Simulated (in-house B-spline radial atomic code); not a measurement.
Mg. Computed with a B-spline radial atomic code. Model: all-electron spherical atom, spin shells full or empty, radial basis limit, no spin-orbit coupling: exact exchange with a local potential (Slater, KLI or optimised effective potential, whose far tail is KLI's), no correlation.

The run also made RPA and GW results, which its time includes.

The Slater potential averages the orbital exchange potentials with the orbital densities as weights, KLI adds orbital constants, and the optimised effective potential minimises the exact-exchange energy among local potentials. So their energies lie above Hartree-Fock in the order OEP, KLI, Slater. All fall off as −1/r, unlike LDA and GGA exchange.

Command:
```bash
python run_gw.py task.json out
```
Settings (lengths in bohr, energies in hartree):
```
Z                      12
electrons              12
configuration          [Ne] 3s2
hamiltonian            nr
method                 oep
lmax                   9
spin_polarised         False
box_radius             40
intervals              72
ion_configuration      [Ne] 3s1
```

Time taken, with all properties: 7.2 s on 1 thread of Arm Neoverse N1, with other jobs on the host.

Given: hamiltonian non-relativistic; mean-field start exchange-only OEP.

Computed: energy above Hartree-Fock 3.0562 millihartree; virial ratio -E/T less 1 0.

```json
{"radius (bohr)": "0.00417", "r times exchange potential (hartree bohr)": "-0.03902"}
{"radius (bohr)": "0.00513", "r times exchange potential (hartree bohr)": "-0.047958"}
{"radius (bohr)": "0.00632", "r times exchange potential (hartree bohr)": "-0.059002"}
{"radius (bohr)": "0.00778", "r times exchange potential (hartree bohr)": "-0.072483"}
{"radius (bohr)": "0.00959", "r times exchange potential (hartree bohr)": "-0.089066"}
{"radius (bohr)": "0.0118", "r times exchange potential (hartree bohr)": "-0.10909"}
{"radius (bohr)": "0.0145", "r times exchange potential (hartree bohr)": "-0.13317"}
{"radius (bohr)": "0.0179", "r times exchange potential (hartree bohr)": "-0.16279"}
{"radius (bohr)": "0.0221", "r times exchange potential (hartree bohr)": "-0.19813"}
{"radius (bohr)": "0.0272", "r times exchange potential (hartree bohr)": "-0.239"}
{"radius (bohr)": "0.0334", "r times exchange potential (hartree bohr)": "-0.2854"}
{"radius (bohr)": "0.0412", "r times exchange potential (hartree bohr)": "-0.33834"}
{"radius (bohr)": "0.0507", "r times exchange potential (hartree bohr)": "-0.39446"}
{"radius (bohr)": "0.0625", "r times exchange potential (hartree bohr)": "-0.4516"}
{"radius (bohr)": "0.0769", "r times exchange potential (hartree bohr)": "-0.50359"}
{"radius (bohr)": "0.0948", "r times exchange potential (hartree bohr)": "-0.5436"}
{"radius (bohr)": "0.117", "r times exchange potential (hartree bohr)": "-0.56"}
{"radius (bohr)": "0.144", "r times exchange potential (hartree bohr)": "-0.53801"}
{"radius (bohr)": "0.177", "r times exchange potential (hartree bohr)": "-0.47236"}
{"radius (bohr)": "0.218", "r times exchange potential (hartree bohr)": "-0.42273"}
{"radius (bohr)": "0.268", "r times exchange potential (hartree bohr)": "-0.51032"}
{"radius (bohr)": "0.331", "r times exchange potential (hartree bohr)": "-0.68069"}
{"radius (bohr)": "0.407", "r times exchange potential (hartree bohr)": "?"}
{"radius (bohr)": "0.502", "r times exchange potential (hartree bohr)": "?"}
{"radius (bohr)": "0.618", "r times exchange potential (hartree bohr)": "-0.99881"}
{"radius (bohr)": "0.761", "r times exchange potential (hartree bohr)": "-1.0071"}
{"radius (bohr)": "0.937", "r times exchange potential (hartree bohr)": "-0.94282"}
{"radius (bohr)": "1.15", "r times exchange potential (hartree bohr)": "-0.80125"}
{"radius (bohr)": "1.42", "r times exchange potential (hartree bohr)": "-0.57726"}
{"radius (bohr)": "1.75", "r times exchange potential (hartree bohr)": "-0.5237"}
{"radius (bohr)": "2.16", "r times exchange potential (hartree bohr)": "-0.72859"}
{"radius (bohr)": "2.65", "r times exchange potential (hartree bohr)": "-0.83821"}
{"radius (bohr)": "3.27", "r times exchange potential (hartree bohr)": "-0.90647"}
{"radius (bohr)": "4.03", "r times exchange potential (hartree bohr)": "-0.95552"}
{"radius (bohr)": "4.96", "r times exchange potential (hartree bohr)": "-0.98361"}
{"radius (bohr)": "6.11", "r times exchange potential (hartree bohr)": "-0.99553"}
{"radius (bohr)": "7.52", "r times exchange potential (hartree bohr)": "-0.99923"}
```

Question: What belongs in the row 0.407?

Answer: r times exchange potential (hartree bohr): -0.82133.

Question: What belongs in the row 0.502?

Answer: r times exchange potential (hartree bohr): -0.93065.

| occupied | level (hartree) | Hartree-Fock level (hartree) |
| --- | --- | --- |
| 1s | -46.33 | -49.032 |
| 2s | -3.1033 | -3.7677 |
| 2p | ? | ? |
| 3s | -0.25302 | -0.25305 |

Question: What belongs in the row 2p?

Answer: level (hartree): -1.865; Hartree-Fock level (hartree): -2.2822.

```json
{"empty": "3p", "level (hartree)": "-0.13619"}
{"empty": "4s", "level (hartree)": "-0.082254"}
{"empty": "4p", "level (hartree)": "?"}
{"empty": "3d", "level (hartree)": "-0.057151"}
```

Question: What belongs in the row 4p?

Answer: level (hartree): -0.057319.

The highest level, 3s, differs from Hartree-Fock by +0.0008 eV and the deepest, 1s, by +73.5 eV: a local potential can match the highest level but can't give each shell its own exchange.
